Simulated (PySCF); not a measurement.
Species: C7H9F3O.
SMILES: `FC[C@@]12CC[C@@H]1[C@H]2OC(F)F`

Computed with TDDFT wB97X-D/def2-SVPD, vertical, gas phase, core orbitals frozen in the response in PySCF. The structure is a single PBE0-D3(BJ)/def2-SVP conformer in the gas phase; no vibrational or solvent corrections. Torsions of this conformer, `[F:1][CH2:2][C@@:3]12[CH2:4][CH2:5][C@@H:6]1[C@H:7]2[O:8][CH:9]([F:10])[F:11]`: F1–C2–C3–C4 -52°, C6–C7–O8–C9 167°, C7–O8–C9–F10 170°.

Problem. List the vertical singlet excitations with oscillator strengths and describe the spectrum.

Solution. 

| state | E (eV) | E (kJ/mol) | λ (nm) | f | main configurations (H = HOMO, L = LUMO) |
| --- | --- | --- | --- | --- | --- |
| S1 | 7.88 | 761 | 157.3 | 0.060 | H→L (61%), H→L+1 (17%) |
| S2 | 8.09 | 780 | 153.3 | 0.017 | H→L+1 (60%), H→L (12%), H-1→L+1 (8%) |
| S3 | 8.20 | 791 | 151.2 | 0.018 | H-1→L (63%) |
| S4 | 8.30 | 801 | 149.4 | 0.013 | H→L+2 (70%), H→L+3 (8%) |
| S5 | 8.51 | 821 | 145.7 | 0.0028 | H-1→L+1 (69%) |
| S6 | 8.66 | 835 | 143.2 | 0.078 | H→L+3 (62%), H→L+4 (15%) |
| S7 | 8.79 | 848 | 141.0 | 0.015 | H-1→L+2 (49%), H-1→L+3 (18%) |
| S8 | 9.00 | 868 | 137.8 | 0.028 | H-1→L+3 (50%), H-1→L+2 (14%), H→L+8 (9%) |
| S9 | 9.07 | 875 | 136.7 | 0.067 | H→L+8 (36%), H→L+6 (10%), H→L+9 (8%) |
| S10 | 9.25 | 892 | 134.1 | 0.011 | H→L+4 (28%), H→L+10 (12%), H→L+5 (12%) |

Triplets (Tamm–Dancoff): T1 7.58 eV, H→L+1 (28%), H→L+8 (24%), H→L+3 (10%); T2 7.82 eV, H→L (53%), H→L+4 (9%); T3 8.06 eV, H-1→L (45%), H-1→L+1 (17%); T4 8.11 eV, H→L+1 (48%), H→L (15%), H→L+8 (9%).

The lowest singlet lies at 7.88 eV (157 nm, vacuum ultraviolet) and is of moderate strength; its leading configuration is HOMO→LUMO (61%). The most intense listed level is S6 at 8.66 eV (143 nm, f = 0.078), 0.77 eV above S1. Löwdin shares by element: HOMO carbon 65% or more (atoms not listed hold the other 35%); LUMO hydrogen 30% or more, carbon 28% or more (atoms not listed hold the other 42%). Of the 10 states listed, 9 reach f = 0.01 and none stays under 0.0005. Weighted by f, the mean energy of these states is 8.58 eV. The oscillator strengths of these states sum to 0.308; summed over the whole spectrum of an exact calculation they would give the number of electrons, 86 (Thomas–Reiche–Kuhn). No computed singlet lies in the visible range (380 to 750 nm); the lowest, at 157 nm, stands 4.62 eV above its violet end (3.26 eV). The window holds the lowest 10 singlets.

On 2 threads of an AMD EPYC 7B13, shared host, this took 62 s wall, 2.3 min CPU and 1.9 GiB of memory at its peak.

Without π bonds the low states are Rydberg-like; a valence basis with one diffuse set may place them up to an eV too high.
